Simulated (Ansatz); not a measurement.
Ansatz (a quantum-chemistry and plane-wave program) input file for Si(OSiH3)3(Cl) (ClH9O3Si4), SMILES [SiH3]O[Si](Cl)(O[SiH3])O[SiH3], PBE0-D3(BJ)/def2-SVP. 

Ansatz 0.2 input:
```yaml
crystal:
  periodic: [false, false, false]
  atoms:
    - {symbol: Si, position_ang: [-0.05405118, 2.71039139, -0.46556665]}
    - {symbol: O, position_ang: [0.06185573, 1.12054479, -0.79039384]}
    - {symbol: Si, position_ang: [0.03774462, -0.35507970, -0.15191254]}
    - {symbol: Cl, position_ang: [0.31443569, -1.61937268, -1.64869824]}
    - {symbol: O, position_ang: [-1.34808197, -0.63838583, 0.60140704]}
    - {symbol: Si, position_ang: [-2.97102540, -0.56229352, 0.51274982]}
    - {symbol: O, position_ang: [1.17062386, -0.52256461, 0.96951308]}
    - {symbol: Si, position_ang: [2.74148822, -0.29961941, 1.33200779]}
    - {symbol: H, position_ang: [-1.36358190, 2.96937368, 0.13260764]}
    - {symbol: H, position_ang: [0.10019657, 3.28540729, -1.79746545]}
    - {symbol: H, position_ang: [1.02214580, 3.07662306, 0.45496285]}
    - {symbol: H, position_ang: [-3.35278212, 0.72537481, -0.06833995]}
    - {symbol: H, position_ang: [-3.40808957, -1.66931113, -0.33497167]}
    - {symbol: H, position_ang: [-3.35433295, -0.69729601, 1.91381176]}
    - {symbol: H, position_ang: [2.73104132, -0.41795161, 2.78574002]}
    - {symbol: H, position_ang: [3.15218584, 1.02432005, 0.86318351]}
    - {symbol: H, position_ang: [3.49444120, -1.35154163, 0.65223308]}
basis:
  gaussian:
    orbitals: def2-SVP
hamiltonian:
  xc: pbe0
  dispersion: d3bj
relax: {f_tol: 0.002, max_steps: 200}
```

Output:

```
WARN ansatz: RAYON_NUM_THREADS=2 ignored (pool sized by the plan → 2); use --threads N
Functional definition: PBE0
integrals: 0.21 GiB planned
1756 factors; integrals over basis functions are off by at most 6.6e-4 eV
mean field: 1.67 GiB planned
mean field evaluation 1: about -50275.8562 eV, gradient 7.6e1 eV
mean field evaluation 2: about -50261.5443 eV, gradient 1.2e2 eV
mean field evaluation 4: about -50285.5137 eV, gradient 3.6e0 eV
mean field evaluation 8: about -50285.5395 eV, gradient 3.6e-2 eV
mean field -50285.53954216 eV, -1847.9594934114 hartree, gradient 5.4e-5 eV, S^2 0.000000; 0 other end points of the search recorded, 0 dependent functions left out
the calculation of the forces begins
reference -50285.53958232 eV, -1847.9594948875 hartree; 53, 53 occupied and 124, 124 virtual orbitals, 1756 factors
relax step   1: F+E_penalty+E_count = -50286.03244270 eV  Δ(F+E_penalty+E_count) = +0.000e0 eV  max|allowed force component| = 1.189e0 eV/Å  Δτ_max = 0.0000 Å  (24 SCF iters, accepted)
these checks for a lower state are left out or cut short: starts, cluster_reference, orbital_swaps, neighbouring_geometries, increment
integrals: 0.21 GiB planned
1756 factors; integrals over basis functions are off by at most 7.2e-4 eV
mean field: 1.66 GiB planned
mean field evaluation 16: about -50285.9466 eV, gradient 6.2e-2 eV
mean field -50285.94485820 eV, -1847.9743885012 hartree, gradient 4.0e-5 eV, S^2 0.000000; 0 other end points of the search recorded, 0 dependent functions left out
the calculation of the forces begins
[...]
these checks for a lower state are left out or cut short: starts, cluster_reference, orbital_swaps, neighbouring_geometries, increment
integrals: 0.21 GiB planned
1756 factors; integrals over basis functions are off by at most 5.4e-4 eV
mean field: 1.66 GiB planned
mean field -50286.03007824 eV, -1847.9775202800 hartree, gradient 1.1e-5 eV, S^2 0.000000; 0 other end points of the search recorded, 0 dependent functions left out
the calculation of the forces begins
reference -50286.03012066 eV, -1847.9775218389 hartree; 53, 53 occupied and 124, 124 virtual orbitals, 1756 factors
relax step  75: F+E_penalty+E_count = -50286.50003183 eV  Δ(F+E_penalty+E_count) = -1.169e-5 eV  max|allowed force component| = 3.585e-3 eV/Å  Δτ_max = 0.0036 Å  (22 SCF iters, accepted)
these checks for a lower state are left out or cut short: starts, cluster_reference, orbital_swaps, neighbouring_geometries, increment
integrals: 0.21 GiB planned
1756 factors; integrals over basis functions are off by at most 5.4e-4 eV
mean field: 1.66 GiB planned
mean field -50286.03004964 eV, -1847.9775192288 hartree, gradient 6.8e-5 eV, S^2 0.000000; 0 other end points of the search recorded, 0 dependent functions left out
the calculation of the forces begins
reference -50286.03009206 eV, -1847.9775207878 hartree; 53, 53 occupied and 124, 124 virtual orbitals, 1756 factors
relax step  76: F+E_penalty+E_count = -50286.50003747 eV  Δ(F+E_penalty+E_count) = -5.643e-6 eV  max|allowed force component| = 3.688e-3 eV/Å  Δτ_max = 0.0033 Å  (19 SCF iters, accepted)
these checks for a lower state are left out or cut short: starts, cluster_reference, orbital_swaps, neighbouring_geometries, increment
integrals: 0.21 GiB planned
1756 factors; integrals over basis functions are off by at most 5.4e-4 eV
mean field: 1.66 GiB planned
mean field -50286.03004287 eV, -1847.9775189802 hartree, gradient 2.3e-5 eV, S^2 0.000000; 0 other end points of the search recorded, 0 dependent functions left out
the calculation of the forces begins
reference -50286.03008530 eV, -1847.9775205392 hartree; 53, 53 occupied and 124, 124 virtual orbitals, 1756 factors
relax step  77: F+E_penalty+E_count = -50286.50004499 eV  Δ(F+E_penalty+E_count) = -7.517e-6 eV  max|allowed force component| = 4.819e-3 eV/Å  Δτ_max = 0.0050 Å  (21 SCF iters, accepted)
these checks for a lower state are left out or cut short: starts, cluster_reference, orbital_swaps, neighbouring_geometries, increment
integrals: 0.21 GiB planned
1756 factors; integrals over basis functions are off by at most 5.4e-4 eV
mean field: 1.66 GiB planned
mean field -50286.03008933 eV, -1847.9775206875 hartree, gradient 1.2e-5 eV, S^2 0.000000; 0 other end points of the search recorded, 0 dependent functions left out
the calculation of the forces begins
reference -50286.03013176 eV, -1847.9775222466 hartree; 53, 53 occupied and 124, 124 virtual orbitals, 1756 factors
relax step  78: F+E_penalty+E_count = -50286.50005477 eV  Δ(F+E_penalty+E_count) = -9.777e-6 eV  max|allowed force component| = 5.732e-3 eV/Å  Δτ_max = 0.0074 Å  (22 SCF iters, accepted)
these checks for a lower state are left out or cut short: starts, cluster_reference, orbital_swaps, neighbouring_geometries, increment
integrals: 0.21 GiB planned
1756 factors; integrals over basis functions are off by at most 5.4e-4 eV
mean field: 1.66 GiB planned
mean field evaluation 416: about -50286.0315 eV, gradient 3.5e-1 eV
mean field -50286.03017371 eV, -1847.9775237882 hartree, gradient 1.0e-5 eV, S^2 0.000000; 0 other end points of the search recorded, 0 dependent functions left out
the calculation of the forces begins
reference -50286.03021613 eV, -1847.9775253473 hartree; 53, 53 occupied and 124, 124 virtual orbitals, 1756 factors
relax step  79: F+E_penalty+E_count = -50286.50006092 eV  Δ(F+E_penalty+E_count) = -6.150e-6 eV  max|allowed force component| = 3.179e-3 eV/Å  Δτ_max = 0.0064 Å  (23 SCF iters, accepted)
these checks for a lower state are left out or cut short: starts, cluster_reference, orbital_swaps, neighbouring_geometries, increment
integrals: 0.21 GiB planned
1756 factors; integrals over basis functions are off by at most 5.4e-4 eV
mean field: 1.66 GiB planned
mean field -50286.03023161 eV, -1847.9775259161 hartree, gradient 7.7e-5 eV, S^2 0.000000; 0 other end points of the search recorded, 0 dependent functions left out
the calculation of the forces begins
reference -50286.03027403 eV, -1847.9775274751 hartree; 53, 53 occupied and 124, 124 virtual orbitals, 1756 factors
relax step  80: F+E_penalty+E_count = -50286.50006222 eV  Δ(F+E_penalty+E_count) = -1.302e-6 eV  max|allowed force component| = 3.101e-3 eV/Å  Δτ_max = 0.0031 Å  (19 SCF iters, accepted)
these checks for a lower state are left out or cut short: starts, cluster_reference, orbital_swaps, neighbouring_geometries, increment
integrals: 0.21 GiB planned
1756 factors; integrals over basis functions are off by at most 5.4e-4 eV
mean field: 1.66 GiB planned
mean field -50286.03023348 eV, -1847.9775259850 hartree, gradient 3.3e-5 eV, S^2 0.000000; 0 other end points of the search recorded, 0 dependent functions left out
the calculation of the forces begins
reference -50286.03027590 eV, -1847.9775275440 hartree; 53, 53 occupied and 124, 124 virtual orbitals, 1756 factors
relax step  81: F+E_penalty+E_count = -50286.50006457 eV  Δ(F+E_penalty+E_count) = -2.347e-6 eV  max|allowed force component| = 2.275e-3 eV/Å  Δτ_max = 0.0019 Å  (19 SCF iters, accepted)
these checks for a lower state are left out or cut short: starts, cluster_reference, orbital_swaps, neighbouring_geometries, increment
integrals: 0.21 GiB planned
1756 factors; integrals over basis functions are off by at most 5.4e-4 eV
mean field: 1.66 GiB planned
mean field -50286.03025823 eV, -1847.9775268943 hartree, gradient 1.1e-5 eV, S^2 0.000000; 0 other end points of the search recorded, 0 dependent functions left out
the calculation of the forces begins
reference -50286.03030065 eV, -1847.9775284532 hartree; 53, 53 occupied and 124, 124 virtual orbitals, 1756 factors
relax step  82: F+E_penalty+E_count = -50286.50006581 eV  Δ(F+E_penalty+E_count) = -1.241e-6 eV  max|allowed force component| = 1.805e-3 eV/Å  Δτ_max = 0.0010 Å  (18 SCF iters, accepted)
these checks for a lower state are left out or cut short: starts, cluster_reference, orbital_swaps, neighbouring_geometries, increment
integrals: 0.21 GiB planned
1756 factors; integrals over basis functions are off by at most 5.4e-4 eV
mean field: 1.66 GiB planned
mean field -50286.03031261 eV, -1847.9775288928 hartree, gradient 3.7e-5 eV, S^2 0.000000; 0 other end points of the search recorded, 0 dependent functions left out
the calculation of the forces begins
reference -50286.03035503 eV, -1847.9775304517 hartree; 53, 53 occupied and 124, 124 virtual orbitals, 1756 factors
relax step  83: F+E_penalty+E_count = -50286.50006781 eV  Δ(F+E_penalty+E_count) = -2.005e-6 eV  max|allowed force component| = 1.710e-3 eV/Å  Δτ_max = 0.0023 Å  (18 SCF iters, accepted)
these checks for a lower state are left out or cut short: starts, cluster_reference, orbital_swaps, neighbouring_geometries, increment
integrals: 0.21 GiB planned
1756 factors; integrals over basis functions are off by at most 5.4e-4 eV
mean field: 1.66 GiB planned
mean field -50286.03040089 eV, -1847.9775321370 hartree, gradient 1.1e-5 eV, S^2 0.000000; 0 other end points of the search recorded, 0 dependent functions left out
the calculation of the forces begins
reference -50286.03044330 eV, -1847.9775336957 hartree; 53, 53 occupied and 124, 124 virtual orbitals, 1756 factors
relax step  84: F+E_penalty+E_count = -50286.50006975 eV  Δ(F+E_penalty+E_count) = -1.934e-6 eV  max|allowed force component| = 1.844e-3 eV/Å  Δτ_max = 0.0045 Å  (22 SCF iters, accepted)
these checks for a lower state are left out or cut short: starts, cluster_reference, orbital_swaps, neighbouring_geometries, increment
integrals: 0.21 GiB planned
1756 factors; integrals over basis functions are off by at most 5.4e-4 eV
mean field: 1.66 GiB planned
mean field -50286.03046050 eV, -1847.9775343279 hartree, gradient 5.7e-5 eV, S^2 0.000000; 0 other end points of the search recorded, 0 dependent functions left out
the calculation of the forces begins
reference -50286.03050292 eV, -1847.9775358864 hartree; 53, 53 occupied and 124, 124 virtual orbitals, 1756 factors
relax step  85: F+E_penalty+E_count = -50286.50007062 eV  Δ(F+E_penalty+E_count) = -8.754e-7 eV  max|allowed force component| = 1.528e-3 eV/Å  Δτ_max = 0.0033 Å  (18 SCF iters, accepted)
integrals: 0.21 GiB planned
1756 factors; integrals over basis functions are off by at most 5.4e-4 eV
mean field: 1.66 GiB planned
mean field evaluation 448: about -50286.0322 eV, gradient 2.3e-2 eV
mean field -50286.03046050 eV, -1847.9775343279 hartree, gradient 5.7e-5 eV, S^2 0.000000; 1 other end points of the search recorded, 0 dependent functions left out
the calculation of the forces begins
reference -50286.03050292 eV, -1847.9775358864 hartree; 53, 53 occupied and 124, 124 virtual orbitals, 1756 factors
Total energy: -50286.50011303 eV, -1847.9947937399 hartree
Atom 0 at     0.193299     3.426234    -0.483754 Å, force     0.000335     0.000761     0.000052 eV/Å
Atom 1 at    -0.533802     1.923039    -0.482678 Å, force     0.000174     0.000816    -0.000082 eV/Å
Atom 2 at    -0.191608     0.386448    -0.074419 Å, force    -0.001297    -0.001108    -0.001528 eV/Å
Atom 3 at     0.240840    -0.693226    -1.775488 Å, force    -0.000069     0.000122     0.000164 eV/Å
Atom 4 at    -1.469333    -0.310433     0.652506 Å, force    -0.000109    -0.000668     0.000673 eV/Å
Atom 5 at    -2.706708    -1.397350     0.381483 Å, force     0.000236     0.000508     0.000059 eV/Å
Atom 6 at     1.116009     0.373909     0.901052 Å, force     0.001206     0.000645     0.001123 eV/Å
Atom 7 at     2.321410    -0.633916     1.464073 Å, force    -0.000492     0.000306    -0.000106 eV/Å
Atom 8 at     0.290187     3.945009     0.910565 Å, force    -0.000091    -0.000113     0.000001 eV/Å
Atom 9 at    -0.656084     4.331655    -1.303801 Å, force     0.000048    -0.000222     0.000065 eV/Å
Atom 10 at     1.559003     3.333431    -1.077596 Å, force     0.000016    -0.000152    -0.000116 eV/Å
Atom 11 at    -3.411901    -1.068186    -0.890434 Å, force    -0.000282     0.000058    -0.000387 eV/Å
Atom 12 at    -2.154401    -2.780297     0.304749 Å, force     0.000134    -0.000502     0.000050 eV/Å
Atom 13 at    -3.648365    -1.291892     1.528645 Å, force    -0.000079    -0.000101     0.000095 eV/Å
Atom 14 at     2.809017    -0.076112     2.754555 Å, force    -0.000026    -0.000012     0.000035 eV/Å
Atom 15 at     3.436579    -0.681158     0.476597 Å, force     0.000543     0.000049    -0.000400 eV/Å
Atom 16 at     1.780072    -2.008536     1.674812 Å, force    -0.000248    -0.000387     0.000301 eV/Å
Dipole moment:     0.056496    -0.000407     0.152519 e Å
```

The run converged.

Cost: about 17 core-minutes (a rough figure).
